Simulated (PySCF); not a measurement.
# Gas-phase XPS of AsMe2Et, computed

Compound: AsMe2Et, C₄H₁₁As.
Structure used (PBE0-D3(BJ)/def2-SVP), in Å, numbered top down from 1:
```xyz
16
C4H11As angstrom
As     0.0820    0.7029    0.8685
C      1.7743    0.4778   -0.1072
H      2.3002   -0.4142    0.2631
H      2.4189    1.3503    0.0752
H      1.6058    0.3745   -1.1903
C     -0.6627    2.1240   -0.2668
H     -1.7121    2.3010    0.0113
H     -0.6120    1.8593   -1.3341
H     -0.1039    3.0566   -0.1004
C     -0.8938   -0.7977    0.0297
C     -0.4621   -2.1566    0.5566
H     -0.7646   -0.7329   -1.0640
H     -1.9627   -0.6235    0.2372
H     -1.0482   -2.9704    0.1006
H      0.5986   -2.3598    0.3388
H     -0.5921   -2.2253    1.6482
```

Method: delta-SCF UKS SCAN, pcX-2 on the ionised atom, pcseg-1 elsewhere, spin-free X2C in PySCF. These are vertical core ionisation energies against the vacuum level, from separate self-consistent calculations with and without the core hole.

List the computed XPS lines with their assignment.

```json
{"atom(s)": "C2/C6", "environment": "carbon bonded to As and 3 H", "level": "C 1s", "binding energy (eV)": "290.09", "above the level's lowest (eV)": "0.00", "count": "2"}
{"atom(s)": "C10", "environment": "carbon bonded to As, C and 2 H", "level": "C 1s", "binding energy (eV)": "290.10", "above the level's lowest (eV)": "+0.01", "count": "1"}
{"atom(s)": "C11", "environment": "carbon bonded to C and 3 H", "level": "C 1s", "binding energy (eV)": "290.55", "above the level's lowest (eV)": "+0.46", "count": "1"}
```

Lowest listed C 1s: C2/C6, bonded to 3 H and As. Highest, 0.46 eV above it: C11, bonded to C and 3 H. The values 290.09 and 290.10 eV lie too close for their order to be trusted.

Which photon wavelength matches the C 1s of C11 threshold?

λ = hc/E = 12398.42 eV Å / 290.55 eV = 42.672 Å.

Which photon energy gives electrons from C 1s of C11 a kinetic energy of 100 eV, and what is their de Broglie wavelength?

hν = 290.55 + 100 = 390.55 eV, recoil neglected; λ = 12.264 Å/√(E/eV) = 1.23 Å.

One atom of each set of topologically equivalent atoms was ionised and stands for the set; in this conformer not all members are related by symmetry, and their own values weren't computed. No level of arsenic is listed. The structure is a single PBE0-D3(BJ)/def2-SVP conformer in the gas phase; no vibrational or solvent corrections.

Time: 34 s; peak memory 0.59 GiB. Hardware: Arm Neoverse V1, one thread, shared host with 32 logical CPUs at a one-minute load of 45.
